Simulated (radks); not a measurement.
Q: The mean radii <r> (bohr) of the occupied orbitals of an atom or ion are listed with their occupations. All-electron calculation, non-relativistic Kohn-Sham, PBE, spin-polarised, spherical densities, point nucleus. Program: a radial shooting solver on a logarithmic mesh with Libxc functionals.

| orbital | occ. | <r> |
|---|---|---|
| 1s up | 1 | 0.03310 |
| 1s down | 1 | 0.03310 |
| 2s up | 1 | 0.1419 |
| 2s down | 1 | 0.1417 |
| 2p up | 3 | 0.1211 |
| 2p down | 3 | 0.1211 |
| 3s up | 1 | 0.3456 |
| 3s down | 1 | 0.3465 |
| 3p up | 3 | 0.3308 |

Name the element and its charge. Open shells, if any, are filled with parallel spins first.

A: Z = 46, palladium, charge +31: Pd31+ in [Ne] 3s2 3p3. The 1s radius gives Z: for a bare nucleus <r> = 1.5/Z, 0.03261 bohr for Z = 46, and screening makes it slightly larger (0.03310 here). The occupations add up to 15, and the charge is Z minus that.
